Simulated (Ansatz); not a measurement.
Cost and result for the atomization energy of `C[O][Ge]([NH2])[Cl]` radical (10 atoms, 9 bonds).

| atom | x (Å) | y (Å) | z (Å) |
| --- | --- | --- | --- |
| C1 | 1.0878 | 1.0932 | 1.0666 |
| O2 | -0.1124 | 0.5772 | 0.5345 |
| Ge3 | -0.1468 | -0.3100 | -1.0021 |
| N4 | -1.7940 | -1.1108 | -0.9250 |
| Cl5 | 1.3625 | -1.8890 | -0.9541 |
| H6 | 1.8725 | 0.3312 | 1.1178 |
| H7 | 1.4596 | 1.9428 | 0.4832 |
| H8 | 0.8741 | 1.4404 | 2.0796 |
| H9 | -2.5299 | -0.4786 | -0.6338 |
| H10 | -2.0733 | -1.5965 | -1.7668 |

The species carries charge 0 and has multiplicity 2. Correlated methods include outer-core shells of Ge, which these sets cover unevenly. Scalar relativity is left out up to krypton. Geometry: relaxed with PBE0-D4/def2-TZVP. It is one conformer, not always the lowest. Program: Ansatz. Hardware: A = 2 threads of an AMD EPYC 7R13 on a shared host; B = 2 threads of an AMD EPYC 7R13 on a shared host and a share of an NVIDIA H100 80 GB. Times are those of one run each, without the atoms' runs, and a repeat can differ threefold. Electronic energies, without spin–orbit coupling; frozen cores. CCSD(T)/CBS adds CCSD(T) − MP2 in def2-TZVPP to the MP2 limit, and its time is that of the two runs behind it. T1 = 0.014; ⟨S²⟩ of the reference is 0.76. With those shells the extrapolation isn't a true limit. B3LYP takes the VWN-RPA correlation (the form of Gaussian; ORCA's B3LYP/G).

CCSD(T)/CBS is a level of theory with its own doubt, some kJ/mol a heavy atom from the limit and from the frozen cores, so smaller differences don't rank the functionals.

```
                                 level  functions  wall time  atomization (kcal/mol)  difference from CCSD(T)/CBS  per bond
   PBE-D4/def2-TZVPP (with forces) [A]        253        6 s                   840.1                         22.7       2.5
                    MP2/def2-QZVPP [B]        480        7 s                   824.3                          6.9       0.8
                PBE0-D4/def2-TZVPP [A]        253       12 s                   817.7                          0.3       0.0
 B3LYP-D4/def2-TZVPP (with forces) [A]        253       13 s                   817.7                          0.3       0.0
r2SCAN-D4/def2-TZVPP (with forces) [A]        253       14 s                   822.1                          4.7       0.5
                 B2PLYP/def2-TZVPP [A]        253       15 s                   808.2                         -9.2      -1.0
                ωB97X-V/def2-TZVPP [A]        253       22 s                   821.3                          3.9       0.4
                CCSD(T)/def2-TZVPP [B]        253       25 s                   794.3                        -23.1      -2.6
  ωB97M-V/def2-TZVPP (with forces) [A]        253       31 s                   818.8                          1.4       0.2
                     CCSD(T)/CBS(def2)          –       32 s                   817.4                          0.0       0.0
```

From PBE to PBE0 (25 % exact exchange), in def2-TZVPP and without D4, the atomization energy moves by −21.6 kcal/mol: exact exchange takes away binding that semilocal exchange gives to molecules. In def2-TZVPP, CCSD(T) changes the Hartree–Fock value by +235.6 kcal/mol (the triples alone add +15.3 kcal/mol) and MP2 by +251.9 kcal/mol; breaking electron pairs costs correlation energy, which Hartree–Fock lacks. The D4 term adds +8.7 kcal/mol with B3LYP and +4.6 kcal/mol with PBE0; it sums over pairs of atoms, weighted by their polarisabilities, and B3LYP, whose exchange is more repulsive, gets the larger term.
